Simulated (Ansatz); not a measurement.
Species: H₃OSSi, SMILES `[O-][SiH2]S` (O–Si–S–H torsion 180°) (charge -1, multiplicity 1).

Task: Give a relaxed geometry from CAM-B3LYP-D3(BJ)/def2-TZVPD (Ansatz, a program for electronic structure).

Result: One answer among several that fit: the end point of this relaxation, one of several conformers (outside a Z-matrix the atoms follow the SMILES, hydrogens last).
Cartesian coordinates (Å) in one orientation:
```xyz
6

O     -1.700     1.170     0.076
Si    -0.633     0.049     0.036
S      1.446     0.874    -0.103
H     -0.657    -0.910    -1.127
H     -0.519    -0.864     1.231
H      2.062    -0.318    -0.112
```
